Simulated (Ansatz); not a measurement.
One change: `N#[C][SnH3]` becomes `N#[C][GaH2]`.

Ansatz, PBE0-D4/def2-TZVP geometries, multiplicity 1. 

Elements past krypton have def2 core potentials. Scalar relativity is left out up to krypton.

| property | `N#[C][SnH3]` |
| --- | --- |
| LUMO energy (ωB97M-V/def2-TZVPP) / eV | 1.03 |
| HOMO–LUMO gap (ωB97M-V/def2-TZVPP) / eV | 12.81 |
| HOMO–LUMO gap (PBE0/def2-TZVPP) / eV | 9.18 |
| HOMO–LUMO gap (B3LYP/def2-TZVPP) / eV | 8.68 |
| HOMO energy (PBE0/def2-TZVPP) / eV | -9.53 |
| zero-point energy (PBE0-D4/def2-TZVP) / kJ/mol | 73.7 |

Question: What does the change do to each property? (An estimate is asked.)

Answer: The calculation gave: 
| property | `N#[C][GaH2]` | shift |
| --- | --- | --- |
| LUMO energy (ωB97M-V/def2-TZVPP) / eV | -0.91 | -1.94 |
| HOMO–LUMO gap (ωB97M-V/def2-TZVPP) / eV | 10.60 | -2.21 |
| HOMO–LUMO gap (PBE0/def2-TZVPP) / eV | 6.59 | -2.59 |
| HOMO–LUMO gap (B3LYP/def2-TZVPP) / eV | 6.08 | -2.60 |
| HOMO energy (PBE0/def2-TZVPP) / eV | -9.27 | 0.26 |
| zero-point energy (PBE0-D4/def2-TZVP) / kJ/mol | 55.0 | -18.7 |

With PBE0 the HOMO rises by 0.26 eV and the LUMO falls by 2.34 eV, so the gap narrows by about 2.60 eV. PBE moves the HOMO by 0.23 eV and ωB97M-V by 0.27 eV. The zero-point energy changes by -18.7 kJ/mol with -3 modes.

B3LYP here is the variant with VWN-RPA as its local correlation; programs differ in this.
